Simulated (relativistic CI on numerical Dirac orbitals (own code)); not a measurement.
## One change at a time: Hg⁷⁴⁺

Base calculation: Dirac-Coulomb-Breit CI, orbitals from a KLI potential per configuration, QED by a radiative potential, unscaled Slater integrals.

Configurations in the expansion (outside the closed core 1s2): 2s²2p², 2s2p³, 2p⁴, 2p³3s, 2s²2p3s, 2p³3p, 2p³3d, 2s²2p3p, 2s²2p3d, 2s2p²3s, 2s2p²3p, 2s2p²3d, 2s²2p4s, 2s²2p4p, 2s²2p4d, 2s²2p4f, 2s²3s², 2s²3s3p, 2s2p²4s, 2s²3s3d, 2s2p²4p, 2s²2p5s, 2s²3p², 2s²2p5p, 2s2p²4d, 2s²2p5d, 2s2p²4f, 2s²2p5f, 2s²2p5g, 2s²3p3d, 2s2p3s², 2s²3d², 2s2p3s3p, 2s2p3s3d, 2s2p3p², 2s2p3p3d. Levels of other configurations are missing.

The lowest level and the first level of each name with at least 55 % of one term (blank where a level has no safe partner in the second run):

| Level | Base (eV) | Shift (eV) |
| --- | --- | --- |
| 2s²2p² ³P0 | 0.0 | 0.0 |
| 2s²2p² ³P1 | 2034.3 | +3.4 |
| 2s²2p² ¹D2 | 2052.6 | +0.5 |
| 2s²2p² ³P2 | 4117.4 | +2.9 |
| 2s²2p² ¹S0 | 4188.2 | -2.9 |
| 2s2p³ ³D°3 | 4429.5 | +4.6 |
| 2s2p³ ³P°0 | 4503.2 | -0.2 |
| 2s2p³ ¹D°2 | 4536.9 | -5.3 |
| 2s2p³ ³P°1 | 4542.0 | -4.8 |
| 2p⁴ ³P2 | 4902.7 | +0.6 |
| 2p⁴ ¹S0 | 4976.5 | -5.7 |
| 2p⁴ ³P1 | 6956.9 | +3.0 |
| 2p⁴ ¹D2 | 6975.5 | +0.1 |
| 2p⁴ ³P0 | 9073.2 | -0.8 |
| 2s²2p3s ³P°0 | 12531.1 | +2.1 |
| 2s²2p3s ³P°1 | 12534.9 | +1.5 |
| 2s²2p3p ³D1 | 12631.5 | +3.7 |
| 2s²2p3p ³P0 | 12688.0 | -1.4 |
| 2s2p²3s ³P0 | 12894.3 | -3.3 |
| 2s²2p3d ³F°2 | 13329.3 | +2.9 |
| 2s²2p3s ³P°2 | 14622.8 | +3.2 |
| 2s²2p3s ¹P°1 | 14633.1 | +2.2 |

At this charge energies of transitions that change n are usually good to better than 1 %, and those within a shell (Δn = 0) to a few per cent.

Question: One thing was changed in a second run, which moved the levels as shown. Which?
A. Breit term removed
B. valence Slater integrals scaled by 0.9
C. only the first 3 configurations
D. QED terms removed
E. configuration mixing switched off

Answer: B. Valence Slater integrals scaled by 0.9. Scaling acts on the splittings between terms and on the mixing, and leaves the fine structure of pure LS terms nearly alone; in jj coupling it moves the levels of one term differently.

LS names give the leading component of a level, which can be under half, so a name can repeat, a term be missing and a line seem to break the LS rules.
